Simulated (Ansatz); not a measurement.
A nudged elastic band was laid between two geometries of Cl2F2H2NTa + H2 (10 atoms, charge 0, multiplicity 1).

Level of theory: RHF/def2-mTZVP in Ansatz.

```json
{"movable images": "5", "climbing image": "yes", "spring": "5.0 eV/Å²", "optimiser": "quadratic models (default)", "start path": "through a guess of the saddle point", "force threshold": "0.03 eV/Å", "iteration limit": "60", "end points": "relaxed"}
```

Image 0:

```xyz
10
Properties=species:S:1:pos:R:3
Ta -0.097 0.502 -0.015
Cl 2.218 0.741 0.077
F -0.216 0.346 1.843
Cl -0.210 0.814 -2.372
N -1.181 2.092 0.197
H -1.491 2.401 1.097
H -1.525 2.661 -0.547
F -0.900 -1.159 -0.164
H 1.569 -3.289 -1.505
H 2.264 -3.058 -1.489
```

Image 6:

```xyz
10
Properties=species:S:1:pos:R:3
Ta -1.058 -0.275 -0.309
Cl 4.057 0.187 -0.235
F -0.677 -0.683 1.474
Cl -1.307 0.097 -2.639
N -0.561 1.575 0.019
H -0.345 1.920 0.933
H -0.593 2.310 -0.657
F -2.754 -1.034 -0.150
H 0.352 -1.253 -0.718
H 3.318 -0.795 -0.595
```

Question: Which bonds break or form, and what moves?

Answer: Bonds broken: Ta1–Cl2, H9–H10. Bonds formed: Ta1–H9, Cl2–H10. Cl2F2H2NTa + H2 becomes ClF2H3NTa + ClH.

Question: Give the energies along the band, and the barrier.

Answer: It converged. The highest image is number 4 of 0 to 6, 221.2 kJ/mol above the first end and 108.6 kJ/mol above the last; the last end lies 112.7 kJ/mol above the first. Neighbouring images differ by up to 1.7 eV, so the band resolves the path poorly. A vibrational analysis at the climbing image gives one clearly imaginary mode, 1352i cm⁻¹: a first-order saddle point. The orbitals stay closed-shell, which can raise the energy where a bond breaks towards radicals; this wasn't checked here.

| image | path coordinate (Å) | energy (kJ/mol) | Ta1–Cl2 (Å) | H9–H10 (Å) | Ta1–H9 (Å) |
| --- | --- | --- | --- | --- | --- |
| 0 | 0.00 | 0.0 | 2.33 | 0.73 | 4.40 |
| 1 | 1.12 | 0.9 | 2.33 | 0.73 | 3.78 |
| 2 | 2.23 | 13.2 | 2.35 | 0.73 | 3.03 |
| 3 | 3.35 | 53.2 | 2.42 | 0.74 | 2.43 |
| 4 | 4.46 | 221.2 | 2.80 | 1.09 | 1.94 |
| 5 | 5.94 | 126.0 | 3.99 | 1.94 | 1.77 |
| 6 | 7.42 | 112.7 | 5.14 | 3.00 | 1.76 |

Question: What is the geometry of the highest image?

Answer: 
```xyz
10
Properties=species:S:1:pos:R:3
Ta -0.328 -0.231 -0.294
Cl 2.377 0.484 -0.386
F 0.076 -0.549 1.492
Cl -0.358 -0.026 -2.647
N -0.754 1.636 0.046
H -0.584 2.068 0.934
H -0.879 2.327 -0.667
F -1.913 -1.159 -0.206
H 0.990 -1.612 -0.606
H 1.804 -0.886 -0.545
```

Time of the run: 4.6 min on 4 threads of Arm Neoverse V2 (shared host), peak memory 0.44 GiB.
